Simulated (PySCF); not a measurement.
**Structure from 2D NMR**

Compound of formula C₅H₅F₃Si. Correlations simulated from computed shifts and the bond graph:

HSQC (one-bond C–H):
```csv
δH,δC
7.00,149.0
6.83,146.6
1.95,104.8
```

COSY cross peaks (H two or three bonds apart, from the bond graph; peaks can be absent where the dihedral angle is near 90°):
```csv
δH,δH
7.00,6.83
7.00,4.94
```

HMBC (two and three bonds, from the bond graph):
```csv
δH,δC
7.00,"146.6, 132.4, 86.3"
6.83,"149.0, 132.4"
4.94,"149.0, 146.6, 104.8, 86.3"
1.95,86.3
```

Carbons without hydrogens: δ 132.4, 86.3.

All values are calculated (PySCF): GFN2-xTB geometry, shielding tensors at PBE0/pcSseg-1 (GIAO). Isolated molecule, averaged over atoms made equivalent by symmetry, fast rotation or ring inversion, a single conformation, relativity neglected.

Chemical shifts δ = σref − σ; 1H and 13C vs TMS, all at this level.

Exchangeable hydrogens are left out of these lists.

Work out the connectivity.

Answers

`InChI=1S/C5H5F3Si/c1-2-9-4-3-5(6,7)8/h1,3-4H,9H2/b4-3-`.

Mapped SMILES: `[CH:1]#[C:2][SiH2:3]/[CH:4]=[CH:5]\[C:6]([F:7])([F:8])[F:9]` (H(Xn): hydrogen on atom n).

1. δC 149.0 is C4, an alkene CH (δH 7.00).
2. δC 146.6 is C5, an alkene CH (δH 6.83).
3. δC 132.4 is C6, a CF3 carbon.
4. δC 104.8 is C1, a terminal alkyne carbon (δH 1.95).
5. δC 86.3 is C2, an alkyne carbon.
6. HMBC from δH 7.00 reaches the proton-free carbons C6, C2.
7. HMBC from δH 6.83 reaches the proton-free carbon C6.
8. HMBC from δH 4.94 reaches the proton-free carbon C2.
9. HMBC from δH 1.95 reaches the proton-free carbon C2.
10. COSY links 7.00–6.83, 7.00–4.94.

This is the structure that produced the data.

Shifts are as computed. Against solution values, carbons near 30 ppm lie about +3 ppm off and those near 130 ppm about +5 ppm. Of 1211 compounds with measured shifts, 218 miss one by over three times the rms of a fit or turn the order of signals round; such compounds aren't used in these exercises.
